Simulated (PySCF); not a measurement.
# Unknown compound

The spectra below were simulated for a compound C7H9OPSi.

$^{1}$H NMR (400 MHz, computed): δ 10.56 (s, 1H), 9.08 (m, 1H), 8.67 (m, 1H), 4.87 (s, 3H), 3.03 (m, 3H).

$^{13}$C{$^{1}$H} NMR (computed): δ 194.1 (CH), 187.0 (C), 166.5 (CH), 143.5 (C), 143.5 (C), 134.2 (CH), 31.1 (CH3).

Single conformer, no solvent model, fast rotation and ring inversion assumed for equivalent nuclei, non-relativistic. Structure optimised with PBE0-D3(BJ)/def2-SVP; NMR shieldings at PBE0/pcSseg-1/GIAO; PySCF 2.14.0 with density-fitted response routines.

Scale: $^{1}$H (σref 31.27) and $^{13}$C (σref 184.41) vs TMS (reference shieldings calculated alike).

**Question.** What is the structure?

**Answer.** 
1. 7 carbon signals for 7 carbons: no two carbons are equivalent.
2. Carbon types of the structure: 3 × C, 3 × CH, 1 × CH3, leaving 3 H on heteroatoms.
3. δC 194.1: aldehyde carbonyl carbon; low-lying n→π* states of the double bond to the heteroatom give a large paramagnetic term (-257 ppm).
4. δC 187.0, 143.5, 143.5: substituted aromatic carbon.
5. δC 166.5, 134.2: aromatic CH.
6. δC 31.1: methyl carbon on an aromatic ring; saturated and bonded to C and H only.
7. δH 10.56: hydrogen on an aldehyde carbonyl carbon; the C=O anisotropy and electron withdrawal place aldehyde protons far downfield.
8. δH 9.08, 8.67: hydrogen on an aromatic CH.
9. δH 3.03: hydrogen on a methyl carbon on an aromatic ring; benzylic-type position, deshielded by the ring.

Structure: SMILES Cc1pccc(C=O)c1[SiH3].

The data come from this structure; uniqueness wasn't tested.

Splittings by $^{31}$P in the carbon and heteronuclear signals aren't shown, as no couplings were computed. Shifts are as computed. Against solution values, carbons near 30 ppm lie about +2 ppm off and those near 130 ppm about +5 ppm. Of 1211 compounds with measured shifts, 218 miss one by over three times the rms of a fit or turn the order of signals round; such compounds aren't used in these exercises. Multiplicities follow the n + 1 count of equivalent neighbours, as no J values were calculated; m marks all less simple cases, F and P coupling included.
